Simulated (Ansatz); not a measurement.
Start from `[F][Hf]([Cl])([Cl])[Cl]` and change one element to get `[F][Zr]([Cl])([Cl])[Cl]`.

Ansatz, PBE0-D4/def2-TZVP geometries, multiplicity 1. 

Elements past krypton have def2 core potentials.

```csv
property,`[F][Hf]([Cl])([Cl])[Cl]`
HOMO–LUMO gap (B3LYP/def2-TZVPP) / eV,7.33
size of the dipole moment (B3LYP/def2-TZVPP) / D,0.12
size of the dipole moment (ωB97M-V/def2-TZVPP) / D,0.06
LUMO energy (B3LYP/def2-TZVPP) / eV,-2.07
zero-point energy (PBE0-D4/def2-TZVP) / kJ/mol,14.6
LUMO energy (PBE/def2-TZVPP) / eV,-2.69
```

(1) What does the change do to each property? (An estimate is asked.)

## Answers

(1) Ansatz gave: 
```json
{"property": "HOMO–LUMO gap (B3LYP/def2-TZVPP) / eV", "`[F][Zr]([Cl])([Cl])[Cl]`": "6.78", "shift": "-0.55"}
{"property": "size of the dipole moment (B3LYP/def2-TZVPP) / D", "`[F][Zr]([Cl])([Cl])[Cl]`": "0.04", "shift": "-0.08"}
{"property": "size of the dipole moment (ωB97M-V/def2-TZVPP) / D", "`[F][Zr]([Cl])([Cl])[Cl]`": "0.03", "shift": "-0.03"}
{"property": "LUMO energy (B3LYP/def2-TZVPP) / eV", "`[F][Zr]([Cl])([Cl])[Cl]`": "-2.63", "shift": "-0.56"}
{"property": "zero-point energy (PBE0-D4/def2-TZVP) / kJ/mol", "`[F][Zr]([Cl])([Cl])[Cl]`": "15.2", "shift": "0.6"}
{"property": "LUMO energy (PBE/def2-TZVPP) / eV", "`[F][Zr]([Cl])([Cl])[Cl]`": "-3.21", "shift": "-0.52"}
```

B3LYP here is the variant with VWN-RPA as its local correlation; programs differ in this.
